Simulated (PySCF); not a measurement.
Potential energy curve for MgCl, doublet.

Computed with: UHF/cc-pVDZ (PySCF); UKS-r2SCAN = PySCF with unrestricted r2SCAN/cc-pVDZ; UKS-M06-2X = unrestricted M06-2X/cc-pVDZ run with PySCF 2.14.0.

Magnitude of the dipole moment (D; its direction can reverse along the curve, and a method can change to another solution) and Mulliken charge of the fragment that holds Mg1:

```json
[
 {"R / Å": "1.77", "μ UHF": "1.52", "q UHF": "0.34", "μ UKS-r2SCAN": "1.55", "q UKS-r2SCAN": "0.28", "μ UKS-M06-2X": "1.67", "q UKS-M06-2X": "0.23"},
 {"R / Å": "1.90", "μ UHF": "2.05", "q UHF": "0.35", "μ UKS-r2SCAN": "2.01", "q UKS-r2SCAN": "0.28", "μ UKS-M06-2X": "2.13", "q UKS-M06-2X": "0.23"},
 {"R / Å": "2.00", "μ UHF": "2.50", "q UHF": "0.37", "μ UKS-r2SCAN": "2.41", "q UKS-r2SCAN": "0.30", "μ UKS-M06-2X": "2.52", "q UKS-M06-2X": "0.25"},
 {"R / Å": "2.07", "μ UHF": "2.84", "q UHF": "0.40", "μ UKS-r2SCAN": "2.71", "q UKS-r2SCAN": "0.32", "μ UKS-M06-2X": "2.81", "q UKS-M06-2X": "0.28"},
 {"R / Å": "2.14", "μ UHF": "3.19", "q UHF": "0.43", "μ UKS-r2SCAN": "3.02", "q UKS-r2SCAN": "0.34", "μ UKS-M06-2X": "3.11", "q UKS-M06-2X": "0.30"},
 {"R / Å": "2.21", "μ UHF": "3.55", "q UHF": "0.45", "μ UKS-r2SCAN": "3.34", "q UKS-r2SCAN": "0.37", "μ UKS-M06-2X": "3.42", "q UKS-M06-2X": "0.33"},
 {"R / Å": "2.28", "μ UHF": "3.92", "q UHF": "0.48", "μ UKS-r2SCAN": "3.66", "q UKS-r2SCAN": "0.39", "μ UKS-M06-2X": "3.74", "q UKS-M06-2X": "0.36"},
 {"R / Å": "2.37", "μ UHF": "4.42", "q UHF": "0.51", "μ UKS-r2SCAN": "4.09", "q UKS-r2SCAN": "0.42", "μ UKS-M06-2X": "4.17", "q UKS-M06-2X": "0.39"},
 {"R / Å": "2.44", "μ UHF": "4.81", "q UHF": "0.53", "μ UKS-r2SCAN": "4.43", "q UKS-r2SCAN": "0.44", "μ UKS-M06-2X": "4.50", "q UKS-M06-2X": "0.41"},
 {"R / Å": "2.54", "μ UHF": "5.38", "q UHF": "0.56", "μ UKS-r2SCAN": "4.90", "q UKS-r2SCAN": "0.47", "μ UKS-M06-2X": "4.98", "q UKS-M06-2X": "0.44"},
 {"R / Å": "2.75", "μ UHF": "6.60", "q UHF": "0.62", "μ UKS-r2SCAN": "5.86", "q UKS-r2SCAN": "0.50", "μ UKS-M06-2X": "5.99", "q UKS-M06-2X": "0.49"},
 {"R / Å": "3.02", "μ UHF": "8.15", "q UHF": "0.66", "μ UKS-r2SCAN": "6.91", "q UKS-r2SCAN": "0.52", "μ UKS-M06-2X": "7.18", "q UKS-M06-2X": "0.53"},
 {"R / Å": "3.32", "μ UHF": "9.57", "q UHF": "0.67", "μ UKS-r2SCAN": "7.67", "q UKS-r2SCAN": "0.51", "μ UKS-M06-2X": "8.13", "q UKS-M06-2X": "0.53"}
]
```

The scan ran from 1.77 to 8.85 Å; beyond the distances shown one of the unrestricted levels run for this scan, shown here or not, changes its spin distribution in one step.
